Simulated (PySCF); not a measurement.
Computed shifts of a molecule C2H10N2Si2, PBE/pcSseg-1 (PySCF), GIAO, gas phase, atoms alike by connectivity averaged where their shifts nearly agree, in ppm (number of nuclei): ¹⁵N: 49.2 (1), 35.0 (1). ²⁹Si: -15.1 (1), -35.9 (1). ¹³C: 30.7 (1), -5.7 (1). ¹H: 5.52 (1), 4.77 (1), 4.49 (1), 3.11 (1), 2.81 (1), 0.90 (1), 0.83 (1), 0.52 (1), 0.20 (1), 0.04 (1). References: ¹⁵N against NH3 (σ = 267.0 ppm); ²⁹Si against TMS (σ = 335.4 ppm); ¹³C against TMS (σ = 182.0 ppm); ¹H against TMS (σ = 31.49 ppm), references at their B3LYP-D3(BJ)/def2-TZVP geometries, non-relativistic. The structure is a stationary point at PBE0-D3(BJ)/def2-SVP. One conformer was computed; it need not be the lowest.

### Question
Identify the compound among the candidates.
(A) N[SiH2]N1C[SiH2]C1
(B) C/N=C\[SiH2][SiH2]N
(C) N[SiH2]/C=C/[SiH2]N
(D) N[Si@@H]1C[SiH2]CN1

### Answer
D, N[Si@@H]1C[SiH2]CN1
